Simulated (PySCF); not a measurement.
Si(Cl)2(NCO)(OH) (CHCl₂NO₂Si), SMILES O=C=N[Si](O)(Cl)Cl.

Geometry optimised at ωB97X-D3(BJ)/def2-SVP. This is a generated structure with no PubChem entry under its InChIKey; it may be hypothetical. The values are those of a single conformer.

Vertical ionisation energy (IE) and electron affinity (EA) in eV. Rows of orbital energies are one-electron estimates. Where ΔSCF, EOM or ADC give a negative EA the extra electron is unbound and the value depends on the basis.

| level | IE | EA |
|---|---|---|
| −ε(HOMO), −ε(LUMO), PBE0/def2-TZVP (PySCF) | 9.13 | 0.12 |
| −ε(HOMO), −ε(LUMO), PBE/def2-TZVP (PySCF) | 7.69 | 1.10 |
